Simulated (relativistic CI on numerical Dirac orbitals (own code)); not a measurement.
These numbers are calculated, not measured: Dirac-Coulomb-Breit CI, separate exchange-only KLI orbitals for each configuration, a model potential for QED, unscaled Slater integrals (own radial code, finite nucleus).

Configuration list (outside the closed core [Ne]): 3s²3p⁶3d⁴, 3s²3p⁵3d⁵, 3s3p⁶3d⁵, 3s²3p⁶3d³4s, 3s²3p⁶3d³4p, 3s²3p⁶3d³4d, 3s²3p⁵3d⁴4s, 3s²3p⁶3d³4f, 3s²3p⁵3d⁴4p, 3s3p⁶3d⁴4s, 3p⁶3d⁵4p, 3s3p⁶3d⁴4p, 3s²3p⁶3d²4s4p, 3s²3p⁶3d³5s, 3s3p⁶3d⁴4d, 3s²3p⁶3d³5p, 3s²3p⁶3d³5d, 3s²3p⁶3d³5g, 3s²3p⁶3d³6s, 3p⁶3d⁶, 3p⁵3d⁷, 3p⁵3d⁶4s, 3p⁶3d⁵4s, 3p⁵3d⁵4s², 3s²3p⁶3d²4s², 3s²3p⁶3d4s²4p, 3s²3p⁶3d4s²4d, 3s²3p⁶3d²4p², 3s²3p⁶3d4s4p², 3s²3p⁶3d4p³, 3s²3p⁶3d4p²4d, 3s²3p⁵3d²4s4p², 3s²3p⁶3d²4s4d, 3s²3p⁶3d4s4p4d, 3s²3p⁶3d4s4d², 3s²3p⁵3d²4s²4d, 3s3p⁶3d³4s², 3s3p⁶3d²4s²4p, 3s3p⁶3d²4s²4d. Double excitations out of closed p, d and f shells are left out; levels of such configurations are missing from the list, as are those of other unlisted configurations, and high levels can miss mixing partners. These lack a partner that the ground configuration has and come out too high: 3s²3p⁵3d⁴4p.

At this charge energies of transitions that change n are usually good to better than 1 %, and those within a shell (Δn = 0) to a few per cent.

Outline of the computed level scheme of Lu L. Lowest level of each configuration: 3s²3p⁶3d⁴ ³P0 at 0.000 eV; 3s²3p⁵3d⁵ ⁵D°4 at 337.304 eV.

Some strong electric-dipole decays among the lowest 45 levels: 3s²3p⁵3d⁵ ³D°1 → 3s²3p⁶3d⁴ ³P0 (1.4e+12 s⁻¹); 3s²3p⁵3d⁵ ³F°2 → 3s²3p⁶3d⁴ ⁵D1 (3.3e+10 s⁻¹); 3s²3p⁵3d⁵ ⁵P°1 → 3s²3p⁶3d⁴ ⁵D0 (6.0e+09 s⁻¹); 3s²3p⁵3d⁵ ³D°1 → 3s²3p⁶3d⁴ ⁵D2 (5.9e+09 s⁻¹); 3s²3p⁵3d⁵ ³P°2 → 3s²3p⁶3d⁴ ³F3 (5.3e+09 s⁻¹); 3s²3p⁵3d⁵ ⁵D°4 → 3s²3p⁶3d⁴ ³F4 (5.1e+09 s⁻¹); 3s²3p⁵3d⁵ ³F°2 → 3s²3p⁶3d⁴ ³F3 (5.0e+09 s⁻¹); 3s²3p⁵3d⁵ ³P°2 → 3s²3p⁶3d⁴ ⁵D1 (4.2e+09 s⁻¹).

LS names give the leading component of a level, which can be under half, so a name can repeat, a term be missing and a line seem to break the LS rules.
